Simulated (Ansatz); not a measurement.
Basis sets compared for C₉H₁₅NO (relaxed from a model of N-butylpyridinium hydroxide, whose bonding it doesn't keep). Charge 0, multiplicity 1. Geometry PBE-D4/def2-SVP. Ansatz on 4 threads of Arm Neoverse V1 on a shared host; times are rough, and most runs start from earlier orbitals.

```xyz
26

C    -0.016   -2.629   -3.049
C     0.827   -2.006   -1.935
C     0.037   -1.049   -1.039
C     0.889   -0.437    0.080
N     0.155    0.504    0.917
C     0.127    1.898    0.472
C    -0.980    2.646    1.152
C    -1.485    2.228    2.352
C    -1.111    0.955    2.911
C    -0.325    0.129    2.144
H    -0.866   -3.211   -2.634
H     0.582   -3.315   -3.681
H    -0.446   -1.850   -3.713
H     1.272   -2.811   -1.309
H     1.691   -1.462   -2.379
H    -0.828   -1.578   -0.582
H    -0.397   -0.232   -1.657
H     1.293   -1.245    0.727
H     1.771    0.090   -0.343
H     0.011    1.900   -0.634
H    -1.290    3.596    0.693
H    -2.222    2.853    2.883
H    -1.481    0.619    3.887
H    -0.053   -0.890    2.465
O     1.401    2.534    0.660
H     1.443    2.764    1.610
```

Binding counts from free atoms (C triplet, N quartet, H doublet, O triplet) in the same basis, without a counterpoise term.

| level | functions | energy (Eh) | HOMO (eV) | LUMO (eV) | binding per atom (eV) | wall time |
| --- | --- | --- | --- | --- | --- | --- |
| PBE-D4/def2-SVP | 229 | -480.9972 | -4.33 | -1.18 | 4.58 | 4 s |
| PBE0-D4/def2-SVP | 229 | -481.0493 | -5.34 | -0.34 | 4.50 | 7 s |

(1) Estimate the rows for PBE-D4/def2-TZVP (with forces), PBE0-D4/def2-TZVP.

Answers

(1) 
```csv
level,functions,energy (Eh),HOMO (eV),LUMO (eV),binding per atom (eV),wall time
PBE-D4/def2-TZVP (with forces),431,-481.5202,-4.48,-1.37,4.52,11 s
PBE0-D4/def2-TZVP,431,-481.5638,-5.43,-0.50,4.43,19 s
```
